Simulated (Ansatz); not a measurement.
`C[SiH](S)Cl`, 9 atoms. Total charge 0; spin multiplicity 1. All runs use 2 threads of a server CPU on a shared host. Correlated methods freeze the cores.

Task: Give the basis size and wall time and peak host memory of each of these runs in Ansatz. RKS PBE0-D4/def2-TZVP relaxation (7 steps); RHF-CCSD(T)/def2-SVP energy; RKS PBE0-D4/def2-TZVP frequencies; RHF-MP2/def2-QZVPP energy; RKS ωB97M-V/def2-QZVPP energy; direct RPA on PBE orbitals/def2-TZVPP energy; RKS B3LYP-D4/def2-TZVPP energy and forces; RKS ωB97M-V/def2-SVP energy; RKS SPW92/def2-TZVPP energy; RKS PBE-D4/def2-TZVPP energy and forces; RKS PBE0-D4/def2-SVP energy; RKS r2SCAN0-D4/def2-TZVPP energy. (An estimate is asked.)

Result: Computed: Other jobs shared the machine, so times are rough.

```csv
level,job,functions,wall time,peak host memory (GiB)
RKS PBE0-D4/def2-SVP,energy,93,1.4 s,0.19
RKS SPW92/def2-TZVPP,energy,227,1.5 s,0.31
RHF-CCSD(T)/def2-SVP,energy,93,3 s,0.31
RKS PBE-D4/def2-TZVPP,energy and forces,227,3.4 s,0.32
RKS ωB97M-V/def2-SVP,energy,93,5 s,0.29
direct RPA on PBE orbitals/def2-TZVPP,energy,227,6.5 s,0.47
RKS r2SCAN0-D4/def2-TZVPP,energy,227,6.5 s,0.62
RKS B3LYP-D4/def2-TZVPP,energy and forces,227,6.5 s,0.66
RKS ωB97M-V/def2-QZVPP,energy,417,22 s,1.6
RHF-MP2/def2-QZVPP,energy,417,22 s,2.1
RKS PBE0-D4/def2-TZVP,relaxation (7 steps),172,31 s,0.46
RKS PBE0-D4/def2-TZVP,frequencies,172,2.1 min,0.45
```

B3LYP here is the variant with VWN-RPA as its local correlation; programs differ in this.
